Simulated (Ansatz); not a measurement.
# Worked example: C3H5Al → C3H4Al + H

Species: C3H5Al `C#[C][AlH][CH3]`, singlet; C3H4Al `C#[C][Al][CH3]`, doublet; H atom, doublet. 

Shapes, held fixed at every level: PBE0-D4/def2-TZVP. Programs: Ansatz 0.2.0. Electronic energies: no zero-point or thermal term.

At CCSD(T)/CBS estimate; 1 Eh = 2625.50 kJ/mol:

| species | energy (Eh) |
| --- | --- |
| C3H5Al | -359.129368 |
| C3H4Al | -358.485985 |
| H | -0.500000 |

Problem. Work out ΔE of the reaction at this level.

Solution. 
1. Products less reactants: (-358.485985) + (-0.500000) − [(-359.129368)] = 0.143383 Eh = +376.5 kJ/mol.

Other levels give +289.4 (HF/def2-TZVPP) to +369.7 kJ/mol (CCSD/def2-TZVPP). No measured value is set beside it here. Open shells run unrestricted unless RO is named. The CBS estimate extrapolates MP2 from def2-TZVPP and def2-QZVPP and adds CCSD(T) − MP2 in the triple-zeta set, cores frozen.
